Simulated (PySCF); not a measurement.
Structure from NMR data

An unknown has the formula C$_{6}$H$_{9}$NOSi. Its calculated NMR data are:

1H NMR (400 MHz, computed): δ 8.21 (d, 1H), 6.16 (m, 1H), 6.15 (m, 1H), 5.64 (m, 1H), 4.74 (br, 1H), 4.18 (d, 3H), 1.87 (d, 1H).

13C{1H} NMR (computed): δ 158.9 (CH), 155.1 (CH), 131.7 (CH), 86.8 (C), 80.5 (CH), 45.1 (CH).

One conformer, no solvent, no relativistic terms, rapidly exchanging positions averaged. Structure optimised with GFN2-xTB; PBE0/pcSseg-1 with gauge-including orbitals; PySCF.

References, each an isolated molecule treated in the same way: 1H (σref 31.72), 13C (σref 186.93) against TMS.

**Question.** Choose the structure that fits.
A. CC(=O)/C(=C/C#N)C[SiH3]
B. C=Nc1ccc([SiH2]C)o1
C. C#C[C@@H](/C=C/[SiH3])NC=O

**Answer.** C. 

Rings plus π bonds: 4 (no ring in the answer). 6 carbon signals for 6 carbons: no two carbons are equivalent. Carbon types of the structure: 1 × C, 5 × CH, leaving 4 H on heteroatoms. δC 158.9: amide carbonyl carbon; it is a carbonyl in resonance with an O or N lone pair, the region of acids, esters and amides. δC 155.1, 131.7: alkene CH; as expected for a trigonal carbon in a double bond. δC 86.8: alkyne carbon; sp carbons lie upfield of alkene carbons because the cylindrical π system leaves one tensor component strongly shielded. δC 80.5: terminal alkyne carbon; sp carbons lie upfield of alkene carbons because the cylindrical π system leaves one tensor component strongly shielded. δH 6.16, 6.15: hydrogen on an alkene CH; olefinic region.

The others: C=Nc1ccc([SiH2]C)o1 has carbons computed at 168.2, 155.0, 148.1, 130.3, 120.4, -9.6, with a different DEPT pattern; CC(=O)/C(=C/C#N)C[SiH3] would give 4 signals for carbon-bound and other non-exchanging H, not 6.

Exchangeable OH/NH protons stand at their gas-phase positions; hydrogen bonding in a real sample shifts them, mostly to higher δ. Amide-type NH protons are broadened by 14N but still split neighbouring CH signals. Shifts are as computed. Against solution values, carbons near 30 ppm lie about +3 ppm off and those near 130 ppm about +5 ppm. Of 1309 compounds with measured shifts, 239 miss one by over three times the rms of a fit or turn the order of signals round; such compounds aren't used in these exercises. Hydrogen bonding in solution deshields acid and N–H amide carbonyl carbons by as much as 10 ppm beyond these values. No couplings were computed; multiplicities are counted from neighbouring protons, with m where these are inequivalent, close in shift, in a saturated or five-membered ring or joined by F or P, and br s for small geminal =CH2 splittings.
